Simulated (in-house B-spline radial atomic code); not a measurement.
Zr⁷⁺. Computed with a B-spline radial atomic code. Model: all-electron spherical atom, spin shells full or empty, radial basis limit, no spin-orbit coupling, Breit or QED, empty-state partial waves extrapolated as (l+1/2)^-4, RPA, G0W0 and static COHSEX of the highest shell as one setting changes (uncorrelated shells keep exact exchange).

Given: element Zr; charge 7; filled core Ar; hamiltonian one-electron scalar X2C; mean-field start HSE06; highest l of empty states 9; nuclear rms radius 4.2694 fm; highest mean-field shell 4p up.

Shell: 3d 5 5, 4s 1 1, 4p 3 0 (electrons up and down).

```json
{"lowest nl shells left uncorrelated": "0", "RPA correlation energy (hartree)": "-2.4764", "G0W0 level (eV)": "-135.49", "G0W0 minus most complete (meV)": "0", "COHSEX level (eV)": "-137.95", "linearised minus solved G0W0 (meV)": "-6.5"}
{"lowest nl shells left uncorrelated": "1", "RPA correlation energy (hartree)": "-2.316", "G0W0 level (eV)": "-135.49", "G0W0 minus most complete (meV)": "2.2", "COHSEX level (eV)": "-137.95", "linearised minus solved G0W0 (meV)": "-6.5"}
{"lowest nl shells left uncorrelated": "2", "RPA correlation energy (hartree)": "-2.132", "G0W0 level (eV)": "-135.49", "G0W0 minus most complete (meV)": "3.4", "COHSEX level (eV)": "-137.95", "linearised minus solved G0W0 (meV)": "-6.5"}
{"lowest nl shells left uncorrelated": "3", "RPA correlation energy (hartree)": "-1.6123", "G0W0 level (eV)": "-135.47", "G0W0 minus most complete (meV)": "18.8", "COHSEX level (eV)": "-137.92", "linearised minus solved G0W0 (meV)": "-6.5"}
{"lowest nl shells left uncorrelated": "4", "RPA correlation energy (hartree)": "?", "G0W0 level (eV)": "?", "G0W0 minus most complete (meV)": "?", "COHSEX level (eV)": "?", "linearised minus solved G0W0 (meV)": "?"}
{"lowest nl shells left uncorrelated": "5", "RPA correlation energy (hartree)": "-0.93287", "G0W0 level (eV)": "-135.55", "G0W0 minus most complete (meV)": "-63", "COHSEX level (eV)": "-138.03", "linearised minus solved G0W0 (meV)": "-6.7"}
{"lowest nl shells left uncorrelated": "6", "RPA correlation energy (hartree)": "?", "G0W0 level (eV)": "?", "G0W0 minus most complete (meV)": "?", "COHSEX level (eV)": "?", "linearised minus solved G0W0 (meV)": "?"}
{"lowest nl shells left uncorrelated": "7", "RPA correlation energy (hartree)": "-0.077251", "G0W0 level (eV)": "-135.55", "G0W0 minus most complete (meV)": "-65.6", "COHSEX level (eV)": "-137.14", "linearised minus solved G0W0 (meV)": "0.3"}
```

**Question.** What follows for lowest nl shells left uncorrelated = 4?

**Answer.** RPA correlation energy -1.4388 hartree; G0W0 level -135.48 eV; G0W0 minus most complete 11.1 meV; COHSEX level -137.92 eV; linearised minus solved G0W0 -6.5 meV.

**Question.** What follows for lowest nl shells left uncorrelated = 6?

**Answer.** RPA correlation energy -0.21443 hartree; G0W0 level -135.17 eV; G0W0 minus most complete 321.4 meV; COHSEX level -137.34 eV; linearised minus solved G0W0 -6.3 meV.
